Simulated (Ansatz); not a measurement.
## Worked example: C2H8GaN + Ge(OH)3 → C2H7GaN + GeH(OH)3

Species: C2H8GaN `C[CH2][GaH][NH2]`, singlet; Ge(OH)3, doublet; C2H7GaN `C[CH2][Ga][NH2]`, doublet; GeH(OH)3, singlet. A radical takes H: the energy is the difference in strength between the Ga–H bond broken and the Ge–H bond made.

Shapes, held fixed at every level: PBE0-D4/def2-TZVP. Flexible molecules stand in one conformer, not always the lowest. Programs: Ansatz 0.2.0. Electronic energies: no zero-point or thermal term.

At CCSD(T)/def2-TZVPP; 1 Eh = 2625.50 kJ/mol:

| species | energy (Eh) |
| --- | --- |
| C2H8GaN | -2059.034323 |
| Ge(OH)3 | -2302.857774 |
| C2H7GaN | -2058.397706 |
| GeH(OH)3 | -2303.502134 |

Question: Work out ΔE of the reaction at this level.

Answer: 
1. Products less reactants: (-2058.397706) + (-2303.502134) − [(-2059.034323) + (-2302.857774)] = -0.007743 Eh = -20.3 kJ/mol.

Other levels give -32.1 (HF/def2-TZVPP) to -8.8 kJ/mol (r2SCAN-D4/def2-TZVPP). No measured value is set beside it here. Open shells run unrestricted. Relativity is left out for Ga, Ge. Outer-core shells of Ga, Ge are correlated, in sets that cover them unevenly.
